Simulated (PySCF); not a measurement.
Spectrum to structure. Computed with TDDFT CAM-B3LYP/def2-SVPD, vertical, gas phase, core orbitals frozen in the response (PySCF). Geometries: GFN2-xTB, one conformer each.

```tsv
state	λ (nm)	f
S1	206.7	0.377
S2	195.8	0.148
S3	184.0	0.0036
S4	177.3	0.0032
S5	162.9	0.050
S6	161.0	0.074
S7	158.1	0.168
S8	157.2	0.0044
```

Triplets computed (Tamm–Dancoff): 3.74, 4.44, 6.08 eV.

Question: Which structure fits? All have the formula C6H7N.
A. `N#C/C=C\CC=C`
B. `c1cccc(C)n1`
C. `Cc1ccncc1`

Answer: A. Its S1, at 6.00 eV, is the highest among the candidates; the nearest of the others has S1 at 5.17 eV. S1 is HOMO→LUMO (92%). Löwdin shares by element: HOMO carbon 70% or more (atoms not listed hold the other 30%); LUMO carbon 61% or more, nitrogen 14% (atoms not listed hold the other 26%). At the same level the other candidates give, for their lowest levels:
- `Cc1ccccn1`: 242 nm (f 0.004); 229 nm (f 0.000); 223 nm (f 0.052); 196 nm (f 0.071); 173 nm (f 0.002); T1 4.24 eV; HOMO -8.56, LUMO 0.42 eV
- `Cc1ccncc1`: 240 nm (f 0.005); 232 nm (f 0.000); 219 nm (f 0.023); 194 nm (f 0.000); 172 nm (f 0.399); T1 4.31 eV; HOMO -8.72, LUMO 0.44 eV

Shape of the structure used: `[CH2:1]=[CH:2][CH2:3]/[CH:4]=[CH:5]\[C:6]#[N:7]`: C1–C2–C3–C4 113°, C2–C3–C4–C5 116°.
